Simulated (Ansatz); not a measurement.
## Molecular dynamics of AlBrClH$_{5}$N$_{2}$

input.yaml

```yaml
crystal:
  periodic: [false, false, false]
  atoms:
    - { symbol: Al, position_ang: [0.016769, 0.357216, -0.132731] }
    - { symbol: Cl, position_ang: [-0.167483, -0.113818, 2.153361] }
    - { symbol: "N", position_ang: [1.588083, 0.094779, -0.889893] }
    - { symbol: H, position_ang: [1.822331, -0.72118, -1.422196] }
    - { symbol: H, position_ang: [2.396294, 0.673289, -0.770599] }
    - { symbol: "N", position_ang: [-1.538131, -0.092828, -0.832813] }
    - { symbol: H, position_ang: [-2.360486, -0.329321, -0.312761] }
    - { symbol: H, position_ang: [-1.756036, -0.022525, -1.808164] }
    - { symbol: Br, position_ang: [0.189269, 2.732655, 0.845845] }
    - { symbol: H, position_ang: [-0.000112, 1.449032, 1.926754] }
basis:
  gaussian: { orbitals: def2-SVP }
hamiltonian:
  xc: hf
md:
  timestep: 0.5
  n_steps: 200
  ensemble: nve
  temperature: 100.0
  initial_velocities: maxwell_boltzmann
  seed: 4705
```

Launched with:

```bash
$ ansatz run input.yaml --threads 2 --pin off --max-ram 3072MiB --backend cpu --events-out ev --progress --plain --runs-dir out
```

It starts at the highest image of a converged band, a first-order saddle point between two minima.

Output, in part (one step line in 7, the closing report, with atoms numbered from 0):

```
md step     0: t =     0.00 fs  T =   100.0 K  F+E_penalty+E_count = -92114.73765578 eV  E_kin = 0.103408 eV  conserved = -92114.63424779 eV  (36 SCF iters)
md step     7: t =     3.50 fs  T =    79.2 K  F+E_penalty+E_count = -92114.71580520 eV  E_kin = 0.081882 eV  conserved = -92114.63392321 eV  (28 SCF iters)
md step    14: t =     7.00 fs  T =    78.8 K  F+E_penalty+E_count = -92114.71505507 eV  E_kin = 0.081504 eV  conserved = -92114.63355108 eV  (27 SCF iters)
md step    21: t =    10.50 fs  T =   121.8 K  F+E_penalty+E_count = -92114.75965035 eV  E_kin = 0.125968 eV  conserved = -92114.63368206 eV  (33 SCF iters)
md step    28: t =    14.00 fs  T =   181.9 K  F+E_penalty+E_count = -92114.82182886 eV  E_kin = 0.188066 eV  conserved = -92114.63376333 eV  (27 SCF iters)
md step    35: t =    17.50 fs  T =   284.6 K  F+E_penalty+E_count = -92114.92872893 eV  E_kin = 0.294337 eV  conserved = -92114.63439207 eV  (33 SCF iters)
md step    42: t =    21.00 fs  T =   335.5 K  F+E_penalty+E_count = -92114.98105261 eV  E_kin = 0.346916 eV  conserved = -92114.63413628 eV  (28 SCF iters)
md step    49: t =    24.50 fs  T =   370.1 K  F+E_penalty+E_count = -92115.01655629 eV  E_kin = 0.382750 eV  conserved = -92114.63380605 eV  (34 SCF iters)
md step    56: t =    28.00 fs  T =   442.9 K  F+E_penalty+E_count = -92115.09214795 eV  E_kin = 0.457966 eV  conserved = -92114.63418189 eV  (33 SCF iters)
md step    63: t =    31.50 fs  T =   477.3 K  F+E_penalty+E_count = -92115.12707007 eV  E_kin = 0.493544 eV  conserved = -92114.63352596 eV  (26 SCF iters)
md step    70: t =    35.00 fs  T =   576.7 K  F+E_penalty+E_count = -92115.23065633 eV  E_kin = 0.596405 eV  conserved = -92114.63425088 eV  (33 SCF iters)
md step    77: t =    38.50 fs  T =   678.9 K  F+E_penalty+E_count = -92115.33703688 eV  E_kin = 0.702058 eV  conserved = -92114.63497896 eV  (33 SCF iters)
md step    84: t =    42.00 fs  T =   671.1 K  F+E_penalty+E_count = -92115.32787680 eV  E_kin = 0.694016 eV  conserved = -92114.63386080 eV  (27 SCF iters)
md step    91: t =    45.50 fs  T =   686.0 K  F+E_penalty+E_count = -92115.34337350 eV  E_kin = 0.709370 eV  conserved = -92114.63400308 eV  (33 SCF iters)
md step    98: t =    49.00 fs  T =   696.5 K  F+E_penalty+E_count = -92115.35462405 eV  E_kin = 0.720273 eV  conserved = -92114.63435148 eV  (33 SCF iters)
md step   105: t =    52.50 fs  T =   628.4 K  F+E_penalty+E_count = -92115.28347961 eV  E_kin = 0.649861 eV  conserved = -92114.63361812 eV  (27 SCF iters)
md step   112: t =    56.00 fs  T =   635.0 K  F+E_penalty+E_count = -92115.29116517 eV  E_kin = 0.656594 eV  conserved = -92114.63457148 eV  (34 SCF iters)
md step   119: t =    59.50 fs  T =   634.0 K  F+E_penalty+E_count = -92115.29046325 eV  E_kin = 0.655619 eV  conserved = -92114.63484426 eV  (35 SCF iters)
md step   126: t =    63.00 fs  T =   563.6 K  F+E_penalty+E_count = -92115.21632502 eV  E_kin = 0.582838 eV  conserved = -92114.63348696 eV  (26 SCF iters)
md step   133: t =    66.50 fs  T =   598.2 K  F+E_penalty+E_count = -92115.25263042 eV  E_kin = 0.618635 eV  conserved = -92114.63399553 eV  (33 SCF iters)
md step   140: t =    70.00 fs  T =   657.6 K  F+E_penalty+E_count = -92115.31448780 eV  E_kin = 0.680061 eV  conserved = -92114.63442649 eV  (33 SCF iters)
md step   147: t =    73.50 fs  T =   653.0 K  F+E_penalty+E_count = -92115.30901981 eV  E_kin = 0.675223 eV  conserved = -92114.63379714 eV  (28 SCF iters)
md step   154: t =    77.00 fs  T =   726.8 K  F+E_penalty+E_count = -92115.38636755 eV  E_kin = 0.751599 eV  conserved = -92114.63476807 eV  (33 SCF iters)
md step   161: t =    80.50 fs  T =   739.7 K  F+E_penalty+E_count = -92115.39950734 eV  E_kin = 0.764866 eV  conserved = -92114.63464111 eV  (33 SCF iters)
md step   168: t =    84.00 fs  T =   671.3 K  F+E_penalty+E_count = -92115.32747011 eV  E_kin = 0.694141 eV  conserved = -92114.63332866 eV  (27 SCF iters)
md step   175: t =    87.50 fs  T =   707.7 K  F+E_penalty+E_count = -92115.36594062 eV  E_kin = 0.731790 eV  conserved = -92114.63415031 eV  (34 SCF iters)
md step   182: t =    91.00 fs  T =   720.5 K  F+E_penalty+E_count = -92115.37952981 eV  E_kin = 0.745030 eV  conserved = -92114.63449979 eV  (33 SCF iters)
md step   189: t =    94.50 fs  T =   682.8 K  F+E_penalty+E_count = -92115.33991248 eV  E_kin = 0.706081 eV  conserved = -92114.63383101 eV  (27 SCF iters)
md step   196: t =    98.00 fs  T =   722.6 K  F+E_penalty+E_count = -92115.38197328 eV  E_kin = 0.747251 eV  conserved = -92114.63472181 eV  (34 SCF iters)
md step   200: t =   100.00 fs  T =   667.9 K  F+E_penalty+E_count = -92115.32396802 eV  E_kin = 0.690617 eV  conserved = -92114.63335071 eV  (37 SCF iters)
Total energy: -92115.32396802 eV, -3385.1757178156 hartree
Atom 0 at     0.134963     0.815201    -0.552505 Å, force    -1.070664     0.412309     0.990298 eV/Å
Atom 1 at    -0.310290    -0.807670     2.809420 Å, force    -0.847751    -1.664507    -0.544735 eV/Å
Atom 2 at     1.678461     0.094301    -0.970301 Å, force     0.403726     0.324041    -0.330674 eV/Å
Atom 3 at     1.743730    -0.809505    -1.394706 Å, force     0.081324    -0.105355    -0.061870 eV/Å
Atom 4 at     2.568978     0.571881    -1.043018 Å, force    -0.513001    -0.253960     0.174538 eV/Å
Atom 5 at    -1.507542     0.076460    -0.740108 Å, force     1.469434    -0.679688    -0.029366 eV/Å
Atom 6 at    -2.296411     0.574915    -0.416675 Å, force    -0.681633     0.457969     0.224110 eV/Å
Atom 7 at    -1.701310    -0.920356    -0.648927 Å, force     0.268357     0.759855    -0.247864 eV/Å
Atom 8 at     0.185702     2.874019     0.668526 Å, force     0.015203    -0.939864    -0.736134 eV/Å
Atom 9 at     0.247407     0.223483     3.165099 Å, force     0.875006     1.689202     0.561697 eV/Å
Dipole moment:     0.163265    -0.403312    -0.190106 e Å
```

All steps were run. The conserved energy stayed within 0.11 meV per atom of its start (net change 0.09 meV per atom), so the integration is sound. The kinetic energy rose, since the run started high on the potential surface and went downhill. It ends in pieces (AlBrH4N2 + ClH), so much of that is their flight and rotation, not heat. A run of 0.1 ps of so small a system gives no equilibrium averages. The orbitals stay closed-shell, which can raise the energy where a bond breaks towards radicals; this wasn't checked here.

Between its relaxed ends the band would form Al1–Br9, Cl2–H10 and break Al1–Cl2, Br9–H10. These pairs go: Al1–Br9 2.57 → 2.39 Å, Cl2–H10 1.59 → 1.23 Å, Al1–Cl2 2.34 → 3.76 Å, Br9–H10 1.69 → 3.64 Å. In the last frame they stand as after the step (other bonds may differ from the relaxed reactants and products). It ends as AlBrH4N2 + ClH. Pairs count as bonded within 1.25 times the sum of covalent radii (0.12 Å more for H–H).

Last frame:

```xyz
10
Properties=species:S:1:pos:R:3
Al 0.135 0.815 -0.552
Cl -0.310 -0.808 2.809
N 1.679 0.094 -0.970
H 1.744 -0.809 -1.395
H 2.569 0.572 -1.043
N -1.508 0.076 -0.740
H -2.296 0.575 -0.417
H -1.701 -0.920 -0.649
Br 0.186 2.874 0.668
H 0.247 0.224 3.165
```

The run took 5.3 min on 2 threads of Arm Neoverse V2, on a shared host, peak memory 0.29 GiB.
